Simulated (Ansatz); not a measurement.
AlH₂I⁺, relaxed as a doublet with UKS PBE-D4/def2-TZVP in Ansatz, starting from the PBE-D4/def2-TZVP geometry of the neutral singlet. Force threshold 0.02 eV/Å.

In the def2 sets I takes a core potential; there is no spin–orbit coupling.

Start:

```xyz
4

Al    0.249    0.018    0.039
H     0.958    1.390   -0.324
H     0.997   -1.251    0.630
I    -2.204   -0.157   -0.345
```

Problem. Estimate the energy that the relaxation releases and the steps that it takes.

Solution. 1.1 kcal/mol, in 5 steps; 6 s on 4 threads of Arm Neoverse V2 on a shared host. No frequencies were taken in this run, so the end may be a saddle point.

Problem. Does the start keep its bonding and symmetry?

Solution. By distances, no bond broke or formed. The bond that changes most is Al1–I4, from 2.49 to 2.57 Å (atoms count from 1). Point group C2v at the start, C2v at the end, both within 0.05 Å.

Problem. Predict the relaxed structure.

Solution. 
Cartesian coordinates in Å:
```
Al 0.3663 0.0261 0.0574
H 0.8780 1.4699 -0.3668
H 0.9195 -1.3418 0.6483
I -2.1637 -0.1543 -0.3389
```
Bond lengths: 1 × Al–I 2.57 Å; 2 × Al–H 1.59 Å.
